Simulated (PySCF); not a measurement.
Precursor series W OH-NH2. All species are isolated molecules in the gas phase. One relaxed conformer stands for each flexible species; it need not be the lowest.

All values below come from B3LYP-D3(BJ)/def2-TZVP // PBE-D3(BJ)/def2-SVP run with PySCF 2.14.0. B3LYP has the VWN-RPA correlation part, as in Gaussian. 

| species | HOMO (eV) | charge on the central atom (Mulliken) (e) | HOMO–LUMO gap (eV) |
|---|---|---|---|
| 0 of 6 OH replaced by NH2 | -8.56 | 1.54 | 5.50 |
| 1 of 6 OH replaced by NH2 ([W(OH)5(NH2)]) | -7.54 | 1.51 | ___ |
| 2 of 6 OH replaced by NH2 | -7.24 | 1.43 | 4.76 |
| 6 of 6 OH replaced by NH2 | ___ | ___ | 4.52 |

**Question.** Some entries are withheld; supply them.

**Answer.** 
- 1 of 6 OH replaced by NH2 ([W(OH)5(NH2)]), HOMO–LUMO gap (eV): 4.80
- 6 of 6 OH replaced by NH2, HOMO (eV): -5.98
- 6 of 6 OH replaced by NH2, charge on the central atom (Mulliken) (e): 1.38
